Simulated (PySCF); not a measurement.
C2H8FNSi, SMILES C[C@@H](N)[SiH2]F. Atoms are numbered in the order given.

```xyz
13

C      1.4818     1.2273     0.8175
C      0.8867     0.0274     0.0909
N      0.8107    -1.1182     0.9847
Si    -0.8729     0.4102    -0.4551
F     -1.5171    -0.9844    -1.0131
H      0.8989     1.4665     1.7208
H      2.5152     1.0149     1.1409
H      1.5210     2.1204     0.1740
H      1.4925    -0.1519    -0.8268
H      0.4312    -1.9301     0.5016
H      1.7372    -1.3796     1.3202
H     -1.7076     0.8760     0.6868
H     -0.8998     1.3999    -1.5719
```

Geometry optimised at PBE0-D3(BJ)/def2-SVP. The structure was generated by enumeration; whether it is a known compound was not checked. The values are those of a single conformer.

These are SMD-M06-2X/def2-SVP run with PySCF values and carry that method's errors.

Solvation free energies are E(SMD) − E(gas) at the gas-phase geometry, for 1 M in both phases. In vacuum the dipole moment is 2.06 D.

Computed solvation free energies in water, dimethylsulfoxide, chlorobenzene:
```tsv
solvent	ΔG(solv) (kcal/mol)	its non-electrostatic (CDS) part	dipole (D)
water	-1.6	3.7	2.60
dimethylsulfoxide	-3.3	1.9	2.59
chlorobenzene	-3.6	0.3	2.45
```
